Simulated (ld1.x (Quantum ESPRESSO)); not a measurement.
**Which change was made? (Cl, RRKJ)**

ld1.x (Quantum ESPRESSO) 7.5 input, shortened:

```
&input
   title='Cl', zed=17., rel=1, dft='PBESOL', iswitch=3,
   config='[Ne] 3s1 3p6 3d-2'
 /
 &inputp
   pseudotype=2, tm=.false., rho0=0.02, lloc=-1, rcloc=1.20,
   nlcc=.true., rcore=0.70
 /
3
3S  1  0   1.00   0.00  1.30  1.30  0.0
3P  2  1   6.00   0.00  1.30  1.30  0.0
3D  3  2  -2.00   0.15  1.30  1.30  0.0
 &test
   configts(1)='3s1 3p6'
 /
```

Cutoffs, loose and tight: the cutoffs (Ry, on a coarse ladder) from which the occupation-weighted sum of valence levels, in a spherical-Bessel basis at the reference potential, stays within 10 and 1 mRy of its value at 400 Ry. They do not see the model core or the augmentation charge, which bear on the density cutoff. Test errors are all-electron minus pseudo excitation energies from the reference, over the configurations 3s2 3p5; 3s2 3p4; 3s2 3p3; 3s2 3p5.3; 3s2 3p2; 3s2 3p4.5; 3s2 3p1; variants that change the core or the reference have their own tests.

The base gives: outcome: generated; cutoff, loose: 70 Ry; cutoff, tight: 90 Ry; bound ghosts: none; largest test error (meV): +264.

Q: After one change the result is: outcome: generated; cutoff, loose: 60 Ry; cutoff, tight: 100 Ry; bound ghosts: none; largest test error (meV): +255. Which change was it?
A. all radii but the core radius scaled by about 0.80 (s 1.04, p 1.04, d 1.04 bohr); local potential all-electron potential smoothed inside 0.96 bohr (lloc = -1)
B. all radii but the core radius scaled by about 0.92 (s 1.20, p 1.20, d 1.20 bohr); local potential all-electron potential smoothed inside 1.12 bohr (lloc = -1)
C. all radii but the core radius scaled by about 1.34 (s 1.74, p 1.74, d 1.74 bohr); local potential all-electron potential smoothed inside 1.60 bohr (lloc = -1)

A: B. The others give: all radii but the core radius scaled by about 1.34 (s 1.74, p 1.74, d 1.74 bohr); local potential all-electron potential smoothed inside 1.60 bohr (lloc = -1) → outcome: generated; cutoff, loose: 40 Ry; cutoff, tight: 50 Ry; bound ghosts: none; largest test error (meV): +358 | all radii but the core radius scaled by about 0.80 (s 1.04, p 1.04, d 1.04 bohr); local potential all-electron potential smoothed inside 0.96 bohr (lloc = -1) → outcome: generated; cutoff, loose: 110 Ry; cutoff, tight: 140 Ry; bound ghosts: none; largest test error (meV): +261.
